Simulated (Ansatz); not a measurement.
Start from `[Cl][Al]1[CH2][NH]1` and change one atom or group to get `[CH2]1[NH][AlH]1`.

Ansatz, PBE0-D4/def2-TZVP geometries, multiplicity 1. 

```csv
property,`[Cl][Al]1[CH2][NH]1`
HOMO–LUMO gap (PBE0/def2-TZVPP) / eV,5.56
size of the dipole moment (B3LYP/def2-TZVPP) / D,0.27
size of the dipole moment (ωB97M-V/def2-TZVPP) / D,0.19
zero-point energy (PBE0-D4/def2-TZVP) / kJ/mol,113.4
LUMO energy (ωB97M-V/def2-TZVPP) / eV,0.60
HOMO energy (ωB97M-V/def2-TZVPP) / eV,-9.01
```

(1) Give the same properties after the change, and the shifts. (An estimate is asked.)

## Answers

(1) The calculation gave: 
| property | `[CH2]1[NH][AlH]1` | shift |
| --- | --- | --- |
| HOMO–LUMO gap (PBE0/def2-TZVPP) / eV | 5.70 | 0.14 |
| size of the dipole moment (B3LYP/def2-TZVPP) / D | 0.80 | 0.53 |
| size of the dipole moment (ωB97M-V/def2-TZVPP) / D | 0.90 | 0.71 |
| zero-point energy (PBE0-D4/def2-TZVP) / kJ/mol | 125.7 | 12.3 |
| LUMO energy (ωB97M-V/def2-TZVPP) / eV | 0.84 | 0.24 |
| HOMO energy (ωB97M-V/def2-TZVPP) / eV | -8.74 | 0.27 |

With PBE0 the HOMO rises by 0.26 eV and the LUMO rises by 0.40 eV, so the gap widens by about 0.14 eV. PBE moves the HOMO by 0.21 eV and ωB97M-V by 0.27 eV. Dipoles are sizes alone; their direction can turn.

B3LYP here is the variant with VWN-RPA as its local correlation; programs differ in this.
